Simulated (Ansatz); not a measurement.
Species: H3GaS, SMILES `[GaH2][SH]` (H–S–Ga–H torsion 180°) (charge 0, multiplicity 1), formula H$_{3}$GaS.

How many basis functions does frozen-core CCSD(T)/cc-pVTZ // PBE0-D4/def2-TZVP run with Ansatz (a program for electronic structure) use, how many core orbitals are frozen, and how many electrons are correlated?

119 basis functions and 14 frozen orbitals, which leaves 22 correlated electrons (filled d shells below the valence shell are correlated). Core time is of the order of seconds.
